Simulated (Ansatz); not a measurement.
Molecule: methoxysilane, CH6OSi, charge 0, multiplicity 1. 
Geometry from a B3LYP-D3(BJ)/def2-TZVP (Ansatz, an electronic-structure program) optimisation:
```
O
C 1 1.4184
H 2 1.0897 1 108.09
H 2 1.0949 3 108.68 1 120.91
H 2 1.0949 3 108.68 4 118.17
Si 1 1.6455 2 123.36 3 180.00
H 6 1.4759 1 106.49 2 -180.00
H 6 1.4858 7 110.32 1 -120.46
H 6 1.4858 7 110.32 8 -119.08
```
Charge 0, spin multiplicity 1.

Basis-set convergence of Hartree-Fock and CCSD(T) correlation energies (hartree) with Ansatz. Valence correlation only, unless marked. No spin-orbit coupling. Non-relativistic.

```csv
basis,functions,E(HF),"E(corr, CCSD(T))"
aug-cc-pV(D+d)Z,132,-405.19612,-0.51645
aug-cc-pV(T+d)Z,285,-405.24516,-0.61195
aug-cc-pV(Q+d)Z,525,-405.25650,-0.64147
```

Extrapolating the two largest sets (X = 3 and 4) as X^-3: E(corr) = (64·(-0.64147) - 27·(-0.61195))/37 = -0.6630 Eh, an estimate of the basis-set limit. The largest set recovers 96.8 % of it, the smallest 77.9 %.
